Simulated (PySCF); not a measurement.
Species: C₇H₁₁O (charge +1).
Numbering: `[O+:1]#[C:2][CH2:3][CH:4]1[CH2:5][CH2:6][CH2:7][CH2:8]1` (hydrogens: H9, H10 on C3; H11 on C4; H12, H13 on C5; H14, H15 on C6; H16, H17 on C7; H18, H19 on C8)

Cartesian coordinates in Å at the PBE0-D3(BJ)/def2-SVP level; atoms count from 1:
```xyz
19
C7H11O angstrom
O      1.4701    2.4030    1.1152
C      1.6138    1.3186    0.8729
C      1.8593   -0.0329    0.5124
C      0.6104   -0.8326    0.0107
C     -0.2518   -0.0170   -0.9613
C     -1.3061    0.6998   -0.0800
C     -1.1441    0.1214    1.3409
C     -0.3461   -1.1662    1.1511
H      2.3401   -0.5025    1.3932
H      2.6270    0.0490   -0.2847
H      1.0569   -1.7249   -0.4526
H     -0.7387   -0.7179   -1.6542
H      0.3365    0.6641   -1.5982
H     -1.2016    1.7952   -0.0975
H     -2.3141    0.4980   -0.4675
H     -2.1053   -0.0506    1.8449
H     -0.6043    0.8188    2.0099
H     -1.0060   -1.9745    0.7970
H      0.1477   -1.5373    2.0621
```

Level: PBE0/def2-SVPD in PySCF, non-relativistic, on one gas-phase PBE0-D3(BJ)/def2-SVP geometry that isn't relaxed in the solvent. The solvent is an IEF-PCM continuum (cavity from Bondi-type radii × 1.2), and excitations are vertical TDDFT with non-equilibrium linear response and a frozen core. Only the electrostatic response of the medium enters.

```tsv
run	E − E(gas) (kcal/mol)	HOMO (eV)	HOMO–LUMO gap (eV)	lowest singlet (eV)	static polarisability (au)
gas	0.00	-13.06	5.60	4.49	75.2
P	-51.76	-9.41	6.16	5.04	98.2
Q	-31.94	-10.73	5.89	4.77	86.2
```

The runs were made in benzene and dichloromethane. Which run belongs to which solvent?

P = dichloromethane, Q = benzene. The dielectric constants are 2.271 (benzene), 8.93 (dichloromethane), and the energy falls further as ε rises. The optical constants n² used for the excitations are 2.25, 2.03 in the same order. In this model the ground state sees the solvent through ε alone.

How constant is the ratio of the lowering to 1 − 1/ε?

```json
{"solvent": "benzene", "1 − 1/ε": "0.560", "E − E(gas) (kcal/mol)": "-31.94", "ratio (kcal/mol)": "-57.1", "polarisation term (kcal/mol)": "-32.31"}
{"solvent": "dichloromethane", "1 − 1/ε": "0.888", "E − E(gas) (kcal/mol)": "-51.76", "ratio (kcal/mol)": "-58.3", "polarisation term (kcal/mol)": "-53.22"}
```

The ratio changes by +2.1 % in size from benzene to dichloromethane. The polarisation term is half the interaction of the solute with the induced surface charges.
